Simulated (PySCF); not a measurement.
# Electric field gradients and quadrupole coupling constants

Compound: C7H9S2 (charge -1).
Cartesian coordinates in Å at the GFN2-xTB level; atoms count from 1:
```
atom  x, y, z in Å
C1    -2.063    0.792    0.396
C2    -1.775   -0.039   -0.846
C3    -0.739   -1.138   -0.565
C4     0.599   -0.573   -0.228
C5     1.185   -0.420    0.990
C6     2.445    0.203    0.954
C7     2.872    0.563   -0.302
S8     4.298    1.321   -0.752
S9     1.623    0.085   -1.487
H10   -1.136    1.208    0.782
H11   -2.511    0.174    1.174
H12   -2.744    1.611    0.168
H13   -1.382    0.607   -1.633
H14   -2.703   -0.493   -1.211
H15   -0.658   -1.774   -1.452
H16   -1.087   -1.757    0.270
H17    0.721   -0.758    1.905
H18    3.048    0.394    1.826
```

Field gradients from the PBE0/pcSseg-1 density (PySCF, non-relativistic), principal values in atomic units, ordered |Vxx| ≤ |Vyy| ≤ |Vzz|:

```json
{"atom": "S8", "Vxx": "-0.6641", "Vyy": "-1.6875", "Vzz": "2.3516"}
{"atom": "S9", "Vxx": "-0.1009", "Vyy": "-1.7691", "Vzz": "1.8700"}
```

Task: Find the asymmetry η = (Vxx − Vyy)/Vzz and the couplings χ = eQV/h (234.96 MHz × Q in barn × V in au), with Q(33S) = −0.0678 b.

Result: 
| atom | environment | nucleus | η | χzz (MHz) | χxx (MHz) | χyy (MHz) |
| --- | --- | --- | --- | --- | --- | --- |
| S8 | thiolate sulfur | 33S | 0.44 | -37.46 | 10.58 | 26.88 |
| S9 | thiophene-type sulfur | 33S | 0.89 | -29.79 | 1.61 | 28.18 |

Task: What is Vzz at S9 in SI units (1 au = 9.71736 × 10²¹ V/m²)?

Result: 1.8700 au = 18.171 × 10²¹ V/m².

Task: And the gradient at the other heavy atoms, for which no coupling is worked out here?

Result: 
```csv
atom,environment,Vzz (au),η
C1,methyl carbon,-0.064,0.38
C2,chain CH2 carbon,-0.049,0.27
C3,benzylic-type carbon,-0.041,0.56
C4,substituted aromatic carbon,0.221,0.44
C5,aromatic CH carbon,0.218,0.62
C6,aromatic CH carbon,0.053,0.65
C7,substituted aromatic carbon,-0.331,0.10
```

Task: What couplings would deuterons (Q(2H) = 0.00286 b) have in place of the hydrogens, at this geometry?

Result: 
| atom | bonded to | bond length (Å) | Vzz (au) | η | χzz (kHz) |
| --- | --- | --- | --- | --- | --- |
| H10 | C1 | 1.087 | 0.3086 | 0.01 | 207 |
| H11 | C1 | 1.089 | 0.3164 | 0.02 | 213 |
| H12 | C1 | 1.089 | 0.3187 | 0.02 | 214 |
| H13 | C2 | 1.092 | 0.3030 | 0.02 | 204 |
| H14 | C2 | 1.095 | 0.3046 | 0.02 | 205 |
| H15 | C3 | 1.095 | 0.3025 | 0.00 | 203 |
| H16 | C3 | 1.095 | 0.3035 | 0.01 | 204 |
| H17 | C5 | 1.081 | 0.3372 | 0.06 | 227 |
| H18 | C6 | 1.078 | 0.3445 | 0.08 | 232 |

Geometry: GFN2-xTB, one conformer, isolated ion. The pcSseg-1 basis has no diffuse functions, a weakness for an anion. GFN2-xTB bond lengths can be off by several hundredths of an ångström, more for odd bonds, and the gradients follow them. With a basis this small, the couplings can be 20 % off.

The run behind these numbers computed NMR shieldings as well. The run took 42 s wall on an Arm Neoverse V2 with one thread, shared host.
